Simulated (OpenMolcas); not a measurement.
Ni³⁺.

```yaml
Program: OpenMolcas
Method: RASSCF
Basis: ANO-RCC-VTZP [6s5p3d2f1g]
Scalar_Hamiltonian: DKH2, point nucleus
Active_space: 7 electrons in 9 orbitals (RAS2 3d 4s; RAS3 4p, at most 2 electrons)
State_averaging: 2S+1 = 4 even, 50 roots; 2S+1 = 6 even, 5 roots kept (CI in the orbitals of an earlier block); 2S+1 = 2 even, 83 roots kept (CI in the orbitals of an earlier block); 2S+1 = 4 odd, 5 roots (0 in the spin-orbit step); 2S+1 = 6 odd, 5 roots kept (CI in the orbitals of an earlier block)
Spin-orbit_coupling: RASSI with atomic mean-field integrals over the reference wave functions, term energies averaged over their components
```

Levels without dynamic correlation, in cm-1 above 3d7 4F 9/2:

| Level | E |
| --- | --- |
| 3d7 2P 3/2 | 30610 |
| 3d7 4P 5/2 | 23099 |
| 3d7 2G 9/2 | 23328 |
| 3d7 2H 11/2 | 31100 |
| 3d7 2D 5/2(1) | 33375 |
| 3d7 2F 5/2 | 53411 |

On this reference, MS-RASPT2, IPEA 0.25 Eh, imaginary shift 0.1 Eh (closed shells correlated: 3s 3p) puts 3d7 2P 3/2 at 23190 cm-1.

Q: Estimate the other levels at that method by one scale factor, and say how well it serves.

A: The factor is 23190 / 30610 = 0.758. Scaled values beside those that MS-RASPT2 gives and measured ones (Corliss and Sugar, J. Phys. Chem. Ref. Data 10, 197 (1981)):
```json
{"Level": "3d7 4P 5/2", "Scaled": "17509", "MS-RASPT2": "18220", "Miss (%)": "-3.9", "Measured": "18119"}
{"Level": "3d7 2G 9/2", "Scaled": "17683", "MS-RASPT2": "19770", "Miss (%)": "-10.6", "Measured": "19830"}
{"Level": "3d7 2H 11/2", "Scaled": "23574", "MS-RASPT2": "27080", "Miss (%)": "-12.9", "Measured": "26649"}
{"Level": "3d7 2D 5/2(1)", "Scaled": "25298", "MS-RASPT2": "27090", "Miss (%)": "-6.6", "Measured": "27096"}
{"Level": "3d7 2F 5/2", "Scaled": "40486", "MS-RASPT2": "43390", "Miss (%)": "-6.7", "Measured": "43438"}
```
For these levels the scaled values miss MS-RASPT2 by up to 12.9 %, as correlation changes each term by its own factor, spin-orbit parts do not scale and CASPT2 has its own spread within terms. This holds within one configuration; levels of others move differently, and the target method has errors of its own against measurement.

CASPT2 breaks the degeneracy within a term, and the mean is taken; among the terms shown or strongly mixed into the levels shown the widest spread is 1700 cm-1 (3d7 4F, MS-RASPT2). Some high roots are left out of the spin-orbit mixing, which shifts the levels that they would mix with. Terms from blocks run as CI alone lack orbitals of their own. Without dynamic correlation excited terms often stand tens of per cent too high (terms of higher spin than the ground term too low), and those without a measured partner can miss by more than the paired ones (holds for RASSCF). Blocks of more than 70 roots (2S+1 = 2 even) ran without multistate coupling (holds for MS-RASPT2). The CASPT2 spread within a term exceeds the gap to the next term for 3d7 2H and 3d7 2D(1), so the order of their levels is uncertain (holds for MS-RASPT2). Measured partners are found by configuration, term and J. A level has none where our copy of the source lacks it or the pairing is in doubt (some pairs that miss far off the trend of their configuration count as doubtful), and it then counts in no deviation. Only configurations of the active space appear.

A number in round brackets counts repeated terms of one configuration in the order of the reference energies.
